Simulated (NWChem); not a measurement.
System: C3H7NSi; SMILES C#C[C@H](N)[SiH3]

Here is an NWChem input.

```
start job
memory heap 200 mb stack 900 mb global 1100 mb
geometry units angstroms noautosym nocenter noautoz
  C     -0.847351    -2.364588     0.112618
  C     -0.261577    -1.328022    -0.177771
  C      0.454337    -0.078508    -0.439653
  N      1.760345     0.067220     0.226955
  Si    -0.613538     1.447553     0.053271
  H     -1.364839    -3.281423     0.356770
  H      0.610384     0.028627    -1.537630
  H      2.389846    -0.687218    -0.081292
  H      1.634831    -0.081908     1.237639
  H      0.039187     2.698977    -0.461728
  H     -0.689440     1.495055     1.555075
  H     -1.999586     1.324498    -0.516084
end
basis spherical
  * library 6-31g*
end
dft
  xc m05-2x
  iterations 150
end
cosmo
  do_cosmo_smd true
  solvent dmf
end
task dft energy
```

Excerpt of the output:

```
             Northwest Computational Chemistry Package (NWChem) 7.3.0
             --------------------------------------------------------

                             Geometry "geometry" -> ""
                             -------------------------

 Output coordinates in angstroms (scale by  1.889725989 to convert to a.u.)

  No.       Tag          Charge          X              Y              Z
 ---- ---------------- ---------- -------------- -------------- --------------
    1 C                    6.0000    -0.84735100    -2.36458800     0.11261800
    2 C                    6.0000    -0.26157700    -1.32802200    -0.17777100
    3 C                    6.0000     0.45433700    -0.07850800    -0.43965300
    4 N                    7.0000     1.76034500     0.06722000     0.22695500
    5 Si                  14.0000    -0.61353800     1.44755300     0.05327100
    6 H                    1.0000    -1.36483900    -3.28142300     0.35677000
    7 H                    1.0000     0.61038400     0.02862700    -1.53763000
    8 H                    1.0000     2.38984600    -0.68721800    -0.08129200
    9 H                    1.0000     1.63483100    -0.08190800     1.23763900
   10 H                    1.0000     0.03918700     2.69897700    -0.46172800
   11 H                    1.0000    -0.68944000     1.49505500     1.55507500
   12 H                    1.0000    -1.99958600     1.32449800    -0.51608400

 Effective nuclear repulsion energy (a.u.)     201.4949291843

                                 NWChem DFT Module
                                 -----------------

 Summary of "ao basis" -> "ao basis" (spherical)
 ------------------------------------------------------------------------------
       Tag                 Description            Shells   Functions and Types
 ---------------- ------------------------------  ------  ---------------------
 C                           6-31g*                  6       14   3s2p1d
 N                           6-31g*                  6       14   3s2p1d
 Si                          6-31g*                  8       18   4s3p1d
 H                           6-31g*                  2        2   2s

 in cosmo_initialize ...
 calling solv_data for solv:dmf

 solvent parameters
 solvname_short: dmf
 solvname_long:  N,N-dimethylformamide
 dielec:       37.2190
 dielecinf:     2.0463
 nonaqueous SMD model solvent descriptors
 dielec:       37.2190
 sola:          0.0000
 solb:          0.7400
 solc:          0.0000
 solg:         49.5600
 solh:          0.0000
 soln:          1.4305

          ---------------
          -cosmo- solvent
          ---------------
 Cosmo: York-Karplus, doi: 10.1021/jp992097l
 dielectric constant -eps-     =  37.22
 screen = (eps-1)/(eps    )    =   0.97313
 surface charge correction     = lagrangian

   van der Waals surface
 --------------------------

[...]

                                COSMO-SMD solvation results
                                ---------------------------

             internal energy in gas <Psi(g)|H|Psi(g)> =      -462.612047190433
         internal energy in solvent <Psi(s)|H|Psi(s)> =      -462.610829168673
                               delta internal energy  =         0.001218021759 (    0.76 kcal/mol)
   total free energy in solvent <Psi(s)|H+V/2|Psi(s)> =      -462.624318263386
 polarization energy contribution <Psi(s)|V/2|Psi(s)> =        -0.013489094713 (   -8.46 kcal/mol)
    total free energy in solvent including G(SMD-CDS) =      -462.620054922141
                       G(SMD-CDS) energy contribution =         0.004263341245 (    2.68 kcal/mol)
     1 M fixed-concentration free energy of solvation =        -0.008007731709 (   -5.02 kcal/mol)

                       DFT Final Molecular Orbital Analysis
                       ------------------------------------

 Vector   21  Occ=2.000000D+00  E=-3.504536D-01
              MO Center=  5.7D-02, -1.1D+00, -9.9D-02, r^2= 3.2D+00
   Bfn.  Coefficient  Atom+Function         Bfn.  Coefficient  Atom+Function
  ----- ------------  ---------------      ----- ------------  ---------------
    19      0.318566   2 C  pz                5      0.281855   1 C  pz
    46     -0.233059   4 N  py               23      0.208371   2 C  pz
    50     -0.205255   4 N  py                9      0.186232   1 C  pz
    48     -0.180742   4 N  s                 3      0.160180   1 C  px
    32      0.104211   3 C  py               78      0.103156   7 H  s

 Vector   22  Occ=2.000000D+00  E=-3.224839D-01
              MO Center=  3.7D-01, -9.3D-01,  4.5D-02, r^2= 3.9D+00
   Bfn.  Coefficient  Atom+Function         Bfn.  Coefficient  Atom+Function
  ----- ------------  ---------------      ----- ------------  ---------------
    46      0.303861   4 N  py               17      0.283984   2 C  px
     3      0.276521   1 C  px               50      0.261722   4 N  py
     7      0.209811   1 C  px               45      0.198256   4 N  px
     4     -0.174994   1 C  py               21      0.171431   2 C  px
    49      0.169362   4 N  px               31     -0.129653   3 C  px

 Vector   23  Occ=2.000000D+00  E=-3.140570D-01
              MO Center=  2.4D-01, -6.3D-01, -2.0D-03, r^2= 3.9D+00
   Bfn.  Coefficient  Atom+Function         Bfn.  Coefficient  Atom+Function
  ----- ------------  ---------------      ----- ------------  ---------------
    46      0.293818   4 N  py                5      0.261451   1 C  pz
    50      0.249426   4 N  py                9      0.190335   1 C  pz
    19      0.185413   2 C  pz               32     -0.185887   3 C  py
    64      0.184177   5 Si py               18      0.173126   2 C  py
    62     -0.140975   5 Si s                63     -0.136667   5 Si px

 Vector   24  Occ=0.000000D+00  E= 6.079246D-02
              MO Center= -4.0D-01,  4.9D-01,  8.5D-02, r^2= 6.4D+00
   Bfn.  Coefficient  Atom+Function         Bfn.  Coefficient  Atom+Function
  ----- ------------  ---------------      ----- ------------  ---------------
    67      0.723242   5 Si px               68     -0.657691   5 Si py
    34     -0.459243   3 C  s                48     -0.460189   4 N  s
     7     -0.354833   1 C  px               66      0.315146   5 Si s
    88      0.313880  12 H  s                36     -0.301859   3 C  py
    22     -0.295132   2 C  py               35      0.276839   3 C  px

 Vector   25  Occ=0.000000D+00  E= 7.962799D-02
              MO Center= -5.3D-01, -1.8D-01, -2.8D-02, r^2= 5.9D+00
   Bfn.  Coefficient  Atom+Function         Bfn.  Coefficient  Atom+Function
  ----- ------------  ---------------      ----- ------------  ---------------
    68      0.812638   5 Si py               34      0.559448   3 C  s
    48     -0.460144   4 N  s                84     -0.394761  10 H  s
     9     -0.344568   1 C  pz               69      0.337572   5 Si pz
    21      0.324687   2 C  px               36      0.297311   3 C  py
     7     -0.277841   1 C  px               86     -0.275481  11 H  s

 Vector   26  Occ=0.000000D+00  E= 8.687857D-02
              MO Center= -4.2D-01, -7.9D-01, -5.3D-02, r^2= 4.8D+00
   Bfn.  Coefficient  Atom+Function         Bfn.  Coefficient  Atom+Function
  ----- ------------  ---------------      ----- ------------  ---------------
    68      0.569531   5 Si py               84     -0.545004  10 H  s
     9      0.515415   1 C  pz               34      0.492467   3 C  s
    78     -0.491474   7 H  s                23     -0.413144   2 C  pz
    62      0.331236   5 Si s                 5      0.292372   1 C  pz
    19     -0.286667   2 C  pz               22     -0.269217   2 C  py

     Multipole analysis of the density
     ---------------------------------

     L   x y z        total         alpha         beta         nuclear
     -   - - -        -----         -----         ----         -------
     0   0 0 0     -0.000000    -23.000000    -23.000000     46.000000

     1   1 0 0      0.101228     -0.351633     -0.351633      0.804494
     1   0 1 0     -0.571455      0.086377      0.086377     -0.744208
     1   0 0 1      0.057290      0.162444      0.162444     -0.267598

     2   2 0 0    -28.914053   -100.186485   -100.186485    171.458917
     2   1 1 0     -1.260214     -3.188765     -3.188765      5.117316
     2   1 0 1     -0.010537     -2.134170     -2.134170      4.257803
     2   0 2 0    -27.207255   -185.113552   -185.113552    343.019849
     2   0 1 1     -1.194544     -1.217095     -1.217095      1.239645
     2   0 0 2    -27.647675    -29.453517    -29.453517     31.259358
```

Level: M05-2X/6-31G* (spherical d), SMD on the gas-phase geometry. The geometry was optimised at PBE-D3(BJ)/def2-SVP. No frequency run checked for a minimum. Solvent: N,N-dimethylformamide.
